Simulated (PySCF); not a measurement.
# Electron correlation in Ga+ (gallium, charge +1)

[Ar] 3d10 4s2, closed-shell 1S. Computed with PySCF 2.14 in x2c-TZVPPall (6s5p4d1f, 48 functions), with the spin-free X2C one-electron Hamiltonian (Gaussian nucleus). Frozen: [Ne]; 20 electrons correlated.

```
  level  correlation energy (mhartree)
   CCSD                        -304.70
    (T)                          -8.85
CCSD(T)                        -313.55
```

Diagnostics: T1 = 0.010, D1 = 0.0189, largest double amplitude 0.088.

Cost of the coupled-cluster step: roughly 3 core-seconds, for 20 correlated electrons.

This basis was not built for core-valence correlation, so the inner-shell part is incomplete.
